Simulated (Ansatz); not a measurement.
Start from `[OH][Ga]([SH])[SH]` and change one atom or group to get `[NH2][Ga]([SH])[SH]`.

Ansatz, PBE0-D4/def2-TZVP geometries, multiplicity 1. Each molecule was computed in one conformer, which needn't be the lowest.

Scalar relativity is left out up to krypton.

```tsv
property	`[OH][Ga]([SH])[SH]`
HOMO–LUMO gap (PBE0/def2-TZVPP) / eV	6.80
size of the dipole moment (PBE/def2-TZVPP) / D	1.80
size of the dipole moment (ωB97M-V/def2-TZVPP) / D	1.83
LUMO energy (ωB97M-V/def2-TZVPP) / eV	0.92
ideal-gas entropy at 298 K and 1 bar (rigid rotor, harmonic PBE0-D4/def2-TZVP) / J/(mol·K)	359
HOMO energy (B3LYP/def2-TZVPP) / eV	-7.40
```

(1) What does the change do to each property? (An estimate is asked.)

## Answers

(1) The calculation gave: 
```json
{"property": "HOMO–LUMO gap (PBE0/def2-TZVPP) / eV", "`[NH2][Ga]([SH])[SH]`": "6.92", "shift": "0.12"}
{"property": "size of the dipole moment (PBE/def2-TZVPP) / D", "`[NH2][Ga]([SH])[SH]`": "0.58", "shift": "-1.22"}
{"property": "size of the dipole moment (ωB97M-V/def2-TZVPP) / D", "`[NH2][Ga]([SH])[SH]`": "0.56", "shift": "-1.27"}
{"property": "LUMO energy (ωB97M-V/def2-TZVPP) / eV", "`[NH2][Ga]([SH])[SH]`": "1.32", "shift": "0.40"}
{"property": "ideal-gas entropy at 298 K and 1 bar (rigid rotor, harmonic PBE0-D4/def2-TZVP) / J/(mol·K)", "`[NH2][Ga]([SH])[SH]`": "376", "shift": "17"}
{"property": "HOMO energy (B3LYP/def2-TZVPP) / eV", "`[NH2][Ga]([SH])[SH]`": "-7.09", "shift": "0.31"}
```

With PBE0 the HOMO rises by 0.32 eV and the LUMO rises by 0.44 eV, so the gap widens by about 0.12 eV. PBE moves the HOMO by 0.43 eV and ωB97M-V by 0.18 eV. The zero-point energy changes by 30.1 kJ/mol with +3 modes. Dipoles are sizes alone; their direction can turn.

B3LYP here is the variant with VWN-RPA as its local correlation; programs differ in this.
